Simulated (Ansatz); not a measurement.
Molecule: C3H8N, net charge 0, doublet state. It need not be the lowest isomer of its formula. 
Coordinates optimised at B3LYP-D3(BJ)/def2-TZVP (Ansatz, a program for electronic structure):
```xyz
12

C     -1.8123     0.1248     0.2286
C     -0.4915    -0.4921    -0.2022
N      0.6328     0.3349     0.2004
C      1.9019     0.0352    -0.2574
H     -1.9389     1.1166    -0.2076
H     -2.6484    -0.5021    -0.0844
H     -1.8629     0.2226     1.3163
H     -0.4006    -1.5112     0.2010
H     -0.4567    -0.5821    -1.2912
H      0.5901     0.6325     1.1647
H      1.9787    -0.3359    -1.2700
H      2.7200     0.6079     0.1542
```
Charge 0, spin multiplicity 2.

Quantity: atomisation energy (electronic, to ground-state atoms), in eV. Cores are frozen in the correlated levels unless marked. Open shells are spin-unrestricted. Spin-orbit coupling is left out. No relativistic terms. The coupled-cluster limit lacks core correlation, which all-electron functionals hold. CBS marks a two-point X^-3 extrapolation of the correlation energy; Hartree-Fock from the larger set. The bracket is a focal-point correction in the basis named.

| level | program | atomisation energy (eV) |
|---|---|---|
| B3LYP/def2-TZVPD | Ansatz | 46.25 |
| BHLYP-D3(BJ)/def2-TZVPD | Ansatz + dftd3 | (withheld) |
| r2SCAN0/def2-TZVPD | Ansatz | (withheld) |
| CAM-B3LYP-D3(BJ)/def2-TZVPD | Ansatz + dftd3 | 46.69 |
| CAM-B3LYP-D4/def2-TZVPD | Ansatz + dftd4 | 46.69 |
| RPA@PBE/cc-pVQZ | Ansatz | (withheld) |
| SCS-MP2/cc-pVDZ | Ansatz | 42.85 |
| CCSD/STO-3G | Ansatz | 46.08 |
| RI-MP2/CBS(cc-pVTZ,cc-pVQZ)+[CCSD(T)-MP2]/cc-pVTZ | Ansatz | 46.22 |

Question: Some entries are withheld; supply them.

Answer: 
- BHLYP-D3(BJ)/def2-TZVPD, atomisation energy (eV): 45.33
- r2SCAN0/def2-TZVPD, atomisation energy (eV): 45.81
- RPA@PBE/cc-pVQZ, atomisation energy (eV): 44.02
